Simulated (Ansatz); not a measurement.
`NB(O)O`, charge 0, multiplicity 1.

Task: Give a relaxed structure at PBE0-D4/def2-TZVP (Ansatz 0.2.0). (An estimate is asked.)

Result: Computed: 
```xyz
8

N     0.9181    0.6692    0.2409
B    -0.2634   -0.0656    0.0040
O    -1.4470    0.4358    0.4809
O    -0.3017   -1.2612   -0.6810
H     1.8329    0.3942   -0.0612
H     0.8937    1.5365    0.7453
H    -2.1821   -0.1410    0.2647
H     0.5495   -1.5679   -0.9936
```
Point group Cs.
